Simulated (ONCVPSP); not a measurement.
## sulfur: one change to an ONCV potential, before and after

```
Element                 : sulfur
Generator               : ONCVPSP 4.0.1
Type                    : optimised norm-conserving Vanderbilt (ONCV)
Functional              : PBE
Relativity              : fully relativistic
Frozen core             : [Ne]
Valence charge          : 6
Reference configuration : 3s2 3p4
Partial waves           : 3s: rc 1.30 bohr, ncon 5, nbas 9, qcut 6 1/bohr, 1 projector; 3p: rc 1.40 bohr, ncon 4, nbas 7, qcut 4.8 1/bohr, 2 projectors, debl 2.7 Ha; d scattering state at 0.02 Ha: rc 1.05 bohr, ncon 4, nbas 9, qcut 10.7 1/bohr, 2 projectors, debl 2.3 Ha
Local potential         : polynomial inside 0.95 bohr (lpopt 1, dvloc0 1 Ha)
Core correction         : none
```

Open shells are filled in proportion to 2j + 1.

Change: functional PBEsol.

Cutoffs: the cutoffs (Ha) at which the residual kinetic energy of the hardest occupied pseudo-wave falls to 1 and 0.1 mHa per electron; they do not see the model core or the augmentation charge, which bear on the density cutoff. Errors are all-electron minus pseudo energies relative to the spin-unpolarised reference configuration.

What does the change do?

The potential gets neither clearly harder nor softer (14 Ha and 116 Ha → 14 Ha and 116 Ha); of the 4 tests that both files solve, the error grows in 3 and shrinks in 0 by more than 15 % and 0.3 meV (median size 10.1 → 13.0 meV); neither file shows a bound ghost.

```tsv
quantity	base	changed
cutoff, loose	14 Ha	14 Ha
cutoff, tight	116 Ha	116 Ha
loose cutoff by channel	s 14 Ha, p 6.1 Ha	s 14 Ha, p 6.2 Ha
bound ghosts	none	none
GHOST(+) flags under 300 eV	s at 44.2 eV	s at 51.8 eV
error for 3s2 3p3, meV [ΔE 11.77 → 11.73 eV]	+2.1	+2.8
error for 3s2 3p2, meV [ΔE 34.05 → 33.97 eV]	+18	+23
error for 3s2 3p1, meV [ΔE 68.09 → 67.97 eV]	+77	+95
error for 3s1 3p5, meV [ΔE 10.31 → 10.28 eV]	+0.2	+0.5
s: phases at 1.32 bohr within 0.05 rad from the reference energy up to (Ha; the scan ends near 5)	0.7	0.9
p3/2: phases at 1.42 bohr within 0.05 rad from the reference energy up to (Ha; the scan ends near 5)	to the end of the scan	to the end of the scan
p1/2: phases at 1.42 bohr within 0.05 rad from the reference energy up to (Ha; the scan ends near 5)	to the end of the scan	to the end of the scan
d5/2: phases at 1.07 bohr within 0.05 rad from the reference energy up to (Ha; the scan ends near 5)	to the end of the scan	to the end of the scan
d3/2: phases at 1.07 bohr within 0.05 rad from the reference energy up to (Ha; the scan ends near 5)	to the end of the scan	to the end of the scan
```

Base: The cutoffs count occupied waves only; projector 2 of the p channel, the hardest unoccupied one, needs 53 Ha at the loose tolerance. Changed file: The cutoffs count occupied waves only; projector 2 of the p channel, the hardest unoccupied one, needs 54 Ha at the loose tolerance.
